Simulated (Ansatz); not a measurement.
```xyz
11

C    -0.1040    0.2263   -3.2590
O    -0.0605    0.1290   -1.8859
Mg   -0.0047    0.0124   -0.1388
O     0.0522   -0.1087    1.6447
Si    0.1038   -0.2261    3.2508
H    -0.9975   -0.2625   -3.6725
H    -0.1237    1.2737   -3.5919
H     0.7707   -0.2467   -3.7274
H     1.3591   -0.8927    3.7077
H     0.0487    1.1187    3.8967
H    -1.0442   -1.0233    3.7754
```

Charge 0, multiplicity 1.

**Question.** List the ωB97M-V/def2-TZVPP orbital energies in eV (Ansatz). (Estimate.)

**Answer.** The calculation gave: Occupied: -1806.67, -1281.13, -524.95, -524.80, -282.13, -147.66, -101.78, -101.77, -101.77, -88.85, -53.80, -53.80, -53.65, -29.55, -28.77, -20.82, -17.08, -14.75, -14.44, -14.44, -13.51, -12.65, -12.65, -10.40, -10.40, -9.80, -9.80. Lowest empty: -0.10, 1.66, 1.66, 2.52, 3.23, 3.38, 3.67, 3.67.
